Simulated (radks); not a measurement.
Spherical jellium clusters: N electrons in a uniform positive sphere of charge N and radius rs N^(1/3), rs = 4.25 bohr. Method: non-relativistic Kohn-Sham, PBEsol, spin-polarised, spherical densities; computed with a radial shooting solver with Libxc functionals. Levels are named by radial order and angular momentum (1s, 1p, 1d, 2s, ...), and open shells are averaged over m.

N = 13, configuration 1s2 1p6 1d(up 5, down 0). This is the lowest configuration that the search found. Occupied levels:

level    occupation  eigenvalue (eV)  <r> (bohr)
1s up             1          -4.6437       6.604
1s down           1          -4.3799       5.861
1p up             3          -3.8375       7.677
1p down           3          -3.3582       7.320
1d up             5          -2.7809       8.539

Energy (eV): total -23.4515, kinetic 21.098, external -544.06, Hartree 268.62, exchange-correlation -45.218, background 276.11.

Electron density:

r (bohr)  n(r) (e/bohr^3)
0.322            0.001715
1.13             0.001847
1.94             0.002112
2.75             0.002477
3.56             0.002897
4.36             0.003307
5.17             0.003626
5.98             0.003757
6.79             0.003613
7.60             0.003166
8.41             0.002482
9.22             0.001716
10.0             0.001044
10.8            0.0005621
11.6            0.0002768
12.4            0.0001293
13.3           0.00005884
14.1           0.00002647
14.9           0.00001181
15.7            5.276e-06
